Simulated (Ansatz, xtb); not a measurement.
Relaxing a trial structure of BCl2HSi

The starting geometry of this gas-phase singlet has its atoms placed at random.

```xyz
5

B    -1.5847    0.9874    0.8782
Cl   -0.8020   -1.0618   -0.6900
Cl    0.3775    1.3760    0.8803
Si    1.9180    0.5326    0.3582
H     1.1437   -0.5799    1.3965
```

Q: One run relaxed it with r2SCAN-D4/def2-SVP. What is a likely outcome?

A: It ends as a structure with Cl2 bridging B1 and Si4, Cl3 bridging Si4 and B1, given below by its coordinates. Distances that change by over a tenth: Cl3–Si4 (1.83 → 2.35 Å), Si4–H5 (1.71 → 1.53 Å). Contacts that close: B1–Cl2 (2.70 → 2.10 Å), Cl2–Si4 (3.32 → 2.35 Å).

The energy falls by 4.19 eV over 13 steps:

```json
{"step": "1", "E − E(last) (eV)": "4.188"}
{"step": "2", "E − E(last) (eV)": "1.756"}
{"step": "4", "E − E(last) (eV)": "0.195"}
{"step": "5", "E − E(last) (eV)": "0.100"}
{"step": "6", "E − E(last) (eV)": "0.073"}
{"step": "8", "E − E(last) (eV)": "0.046"}
{"step": "9", "E − E(last) (eV)": "0.041"}
{"step": "10", "E − E(last) (eV)": "0.010"}
{"step": "12", "E − E(last) (eV)": "0.000"}
{"step": "13", "E − E(last) (eV)": "0.000"}
```

Final geometry (Å):

```xyz
5

B    -1.5901    0.8923    0.4223
Cl   -0.6109   -0.8054   -0.3250
Cl    0.1799    1.7425    1.1588
Si    1.5048    0.1032    0.1286
H     1.5688   -0.6783    1.4387
```

From the same start GFN2-xTB reaches the same bonding as this run.

From so rough a start the end depends on the optimiser's path, so another program may land elsewhere. No frequencies were run, so the end isn't proven a minimum. Run with Ansatz 0.2.0, 22 s on 2 threads of Intel(R) Xeon(R) Platinum 8259CL CPU @ 2.50GHz (Skylake/Cascade Lake), on a shared host.
